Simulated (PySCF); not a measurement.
Mg⁺ (magnesium, charge +1) across methods

[Ne] 3p1, 2P determinant (an excited configuration). Calculation: PySCF 2.14, in ANO-RCC-VTZP (5s4p2d1f, 34 functions); scalar relativity by spin-free X2C-1e.

```json
{"method": "TPSS", "E (hartree)": "-199.9740", "mean ε 2p α (eV)": "-57.485", "mean ε 2p β (eV)": "-57.387", "mean ε 3p α (eV)": "-8.418", "Σ⟨r²⟩ (bohr²)": "18.29", "⟨S²⟩": "0.750"}
{"method": "PBEsol", "E (hartree)": "-199.3943", "mean ε 2p α (eV)": "-56.985", "mean ε 2p β (eV)": "-56.881", "mean ε 3p α (eV)": "-8.358", "Σ⟨r²⟩ (bohr²)": "18.22", "⟨S²⟩": "0.750"}
{"method": "LC-wPBE", "E (hartree)": "-199.8689", "mean ε 2p α (eV)": "-62.974", "mean ε 2p β (eV)": "-62.879", "mean ε 3p α (eV)": "-10.853", "Σ⟨r²⟩ (bohr²)": "18.30", "⟨S²⟩": "0.750"}
{"method": "UHF", "E (hartree)": "-199.51885", "mean ε 2p α (eV)": "-72.825", "mean ε 2p β (eV)": "-72.613", "mean ε 3p α (eV)": "-10.444", "Σ⟨r²⟩ (bohr²)": "19.33", "⟨S²⟩": "0.750"}
{"method": "M06", "E (hartree)": "-199.9492", "mean ε 2p α (eV)": "-61.743", "mean ε 2p β (eV)": "-61.639", "mean ε 3p α (eV)": "-8.799", "Σ⟨r²⟩ (bohr²)": "18.63", "⟨S²⟩": "0.750"}
{"method": "PBE0", "E (hartree)": "-199.8481", "mean ε 2p α (eV)": "-61.316", "mean ε 2p β (eV)": "-61.181", "mean ε 3p α (eV)": "-9.046", "Σ⟨r²⟩ (bohr²)": "18.33", "⟨S²⟩": "0.750"}
{"method": "r2SCAN", "E (hartree)": "-199.9296", "mean ε 2p α (eV)": "-58.569", "mean ε 2p β (eV)": "-58.472", "mean ε 3p α (eV)": "-8.469", "Σ⟨r²⟩ (bohr²)": "18.34", "⟨S²⟩": "0.750"}
{"method": "LDA", "E (hartree)": "-198.9969", "mean ε 2p α (eV)": "-57.172", "mean ε 2p β (eV)": "-57.063", "mean ε 3p α (eV)": "-8.344", "Σ⟨r²⟩ (bohr²)": "18.08", "⟨S²⟩": "0.750"}
{"method": "PBE", "E (hartree)": "-199.8316", "mean ε 2p α (eV)": "-57.084", "mean ε 2p β (eV)": "-56.976", "mean ε 3p α (eV)": "-8.458", "Σ⟨r²⟩ (bohr²)": "18.14", "⟨S²⟩": "0.750"}
```
